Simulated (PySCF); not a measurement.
# Germanium: a sound run and one with changed settings

Sound run: Ge [Ar] 3d10 4s2 4p2, Ge⁺ [Ar] 3d10 4s2 4p1. Computed with PySCF 2.14 in pcseg-2 (6s5p3d1f, 43 functions), with the non-relativistic Hamiltonian (point nucleus). In the sound run the correlated levels freeze [Ar] 3d10. The sound run starts from symmetry-adapted Hartree-Fock orbitals and uses a fine grid where one is needed.

Changed run: scalar relativity by spin-free X2C-1e. This setting is unsound on purpose.

```tsv
species	method	sound run (hartree)	changed run (hartree)	converged
Ge	UHF	-2075.33289	-2092.56516	yes
Ge	MN15	-2077.35231	-2094.53817	yes
Ge	BP86	-2077.23204	-2094.45714	yes
Ge	MP2	-2075.38261	-2092.61467	yes
Ge	CCSD(T)	-2075.39927	-2092.63102	yes
Ge⁺	UHF	-2075.05916	-2092.29178	yes
Ge⁺	MN15	-2077.05822	-2094.24446	yes
Ge⁺	BP86	-2076.93676	-2094.16226	yes
Ge⁺	MP2	-2075.09634	-2092.32876	yes
Ge⁺	CCSD(T)	-2075.11100	-2092.34310	yes
```

Ionisation energy of Ge:

```
 method  sound run (eV)  changed run (eV)
    UHF           7.448             7.439
   MN15           8.003             7.992
   BP86           8.035             8.024
    MP2           7.790             7.780
SCS-MP2           7.716             7.706
   CCSD           7.818             7.808
CCSD(T)           7.844             7.835
```

Most of the change in total energy is the relativistic energy itself. On top of that the contraction fixes the core shape for the Hamiltonian it was made with, so the changed run is not a good calculation with the other Hamiltonian either.

For comparison, NIST gives 7.899 eV between the lowest levels.
